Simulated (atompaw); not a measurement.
Be: PAW (atompaw) pseudisation with PBE, scalar-relativistic reference atom.

Be, PAW, made with atompaw 4.2.0.5 (PBE, scalar-relativistic). Core [He], reference 2s1 2p1. Waves: 2s (bound): rc 2.00 bohr; 2s channel at 0.35 Ry: rc 2.00 bohr; 2p (bound): rc 3.00 bohr; 2p channel at 0.75 Ry: rc 3.00 bohr; 3d channel at 0.2 Ry: rc 3.00 bohr; 3d channel at 1.5 Ry: rc 3.00 bohr. Local part: troulliermartins scheme with l = 3 at 0.5 Ry, radius 2.30 bohr. Core correction: smooth core density matched at 1.60 bohr. Augmentation charge: sinc compensation charge, radius 2.80 bohr; PAW radius 3.00 bohr; waves and projectors: custom rrkj gramschmidtortho.

All-electron outer shells of the reference configuration (PBE, scalar-relativistic, ld1.x):

```
shell  level (eV)  outermost node (bohr)  outermost maximum (bohr)
   1s     -107.63                      –                      0.27
   2s       -6.16                   0.59                      2.02
   2p       -2.53                      –                      2.23
```

What the tests gave:

```json
{
  "Cutoffs needed": "6 Ry and 8 Ry (the cutoffs (Ry, on a coarse ladder) from which the occupation-weighted sum of valence levels, in a spherical-Bessel basis at the reference potential, stays within 10 and 1 mRy of its value at 400 Ry)",
  "Ghost test": "no extra level below or beside the all-electron valence levels (s, p, d, f tested) (spherical-Bessel basis up to 400 Ry, 20 bohr box)",
  "Lowest eigenvalue of the overlap operator": "0.22 (d channel)",
  "Overlap eigenvalues printed by atompaw (projector basis)": "0.0488, 0.247, 0.663, 2.42, 7.95, 615",
  "Share of each valence orbital outside the PAW sphere": "2s 29 %, 2p 44 %"
}
```

Generation and tests took about 1.4 s on one core of a shared server CPU.
